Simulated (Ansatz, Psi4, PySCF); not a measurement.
H4BP, singlet, at a GFN2-xTB geometry, atoms displaced at random by about 0.08 Å a coordinate. Base run: HF/cc-pVDZ, gradient run with PySCF.

PySCF was given this input:
```python
from pyscf import gto, scf

mol = gto.Mole()
mol.atom = '''
    B     0.10893313   -0.36108240   -1.05529566
    H    -0.69624925   -0.02116126   -2.00331942
    H     0.78018100   -1.08693071   -1.43484157
    P    -0.15482421    0.03863568    0.67132807
    H    -0.35774621    1.57551052    0.57254104
    H     1.27480027    0.23220705    0.94524186
'''
mol.basis = 'cc-pvdz'
mol.verbose = 4
mol.build()

mf = scf.RHF(mol)
mf.kernel()
g = mf.nuc_grad_method()
grad = g.kernel()
```

Programs used: Ansatz (a program for electronic structure), Psi4, PySCF; a row that names a program was run with it.

The coordinate followed is x of atom 1.

Variants of this job, named by their change:

```json
[
 {"change": "base", "dE/dx (Eh/bohr)": "0.088125", "net force (Eh/bohr)": "0.000000"},
 {"change": "finite difference step (bohr) = 1e-4; conv_tol = 1e-11", "dE/dx (Eh/bohr)": "0.088125", "net force (Eh/bohr)": "-"},
 {"change": "finite difference step (bohr) = 0.05; conv_tol = 1e-11", "dE/dx (Eh/bohr)": "0.088134", "net force (Eh/bohr)": "-"},
 {"change": "density fitting = on", "dE/dx (Eh/bohr)": "0.088116", "net force (Eh/bohr)": "0.000000"},
 {"change": "conv_tol = 1e-11", "dE/dx (Eh/bohr)": "0.088125", "net force (Eh/bohr)": "0.000000"},
 {"change": "finite difference step (bohr) = 0.01; conv_tol = 1e-11", "dE/dx (Eh/bohr)": "0.088126", "net force (Eh/bohr)": "-"},
 {"change": "code = psi4", "dE/dx (Eh/bohr)": "0.088126", "net force (Eh/bohr)": "0.000000"},
 {"change": "conv_tol = 1e-4", "dE/dx (Eh/bohr)": "0.088128", "net force (Eh/bohr)": "0.000000"},
 {"change": "finite difference step (bohr) = 1e-3; conv_tol = 1e-11", "dE/dx (Eh/bohr)": "0.088125", "net force (Eh/bohr)": "-"},
 {"change": "finite difference step (bohr) = 1e-5; conv_tol = 1e-11", "dE/dx (Eh/bohr)": "0.088125", "net force (Eh/bohr)": "-"},
 {"change": "density fitting = on; auxbasis_response = off", "dE/dx (Eh/bohr)": "0.088137", "net force (Eh/bohr)": "0.001000"},
 {"change": "code = ansatz", "dE/dx (Eh/bohr)": "0.088125", "net force (Eh/bohr)": "0.000000"}
]
```

The net force is zero for an exact gradient.
